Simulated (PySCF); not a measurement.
**Ionisation energy of Nb⁺ by level of theory**

Nb⁺ [Kr] 4d4 (5D) → Nb²⁺ [Kr] 4d3 (4F), as a difference of total energies. All numbers are calculated (PySCF 2.14, scalar relativity by spin-free X2C-1e, in x2c-TZVPPall with one added diffuse shell each of s, p, d, f type (9s7p7d3f1g, 95 functions)). Correlated levels: valence: [Kr] frozen; valence and next inner shell: [Ar] 3d10 frozen. The calculations carry no spin-orbit coupling.

```
                                method  ionisation energy (eV)
                                   UHF                  13.068
                                   LDA                  14.875
                                   PBE                  14.597
                                  PBE0                  14.388
                                 B3LYP                  14.350
                                  BLYP                  14.281
                         MP2 (valence)                  13.610
    MP2 (valence and next inner shell)                  14.099
SCS-MP2 (valence and next inner shell)                  13.722
```

**Question.** Estimate what PW91 gives.

**Answer.** 14.651 eV, closest to PBE among the rows shown.

**Question.** Estimate what SCS-MP2 (valence) gives.

**Answer.** 13.249 eV, closest to UHF among the rows shown.

A first-order spin-orbit estimate (lowest level to lowest level, LS coupling) adds -0.052 eV.

Errors of the correlated levels include the incompleteness of this basis and the frozen core.

For comparison: 14.32 eV (semi-empirical (NIST evaluation); NIST Atomic Spectra Database, ionization energies).
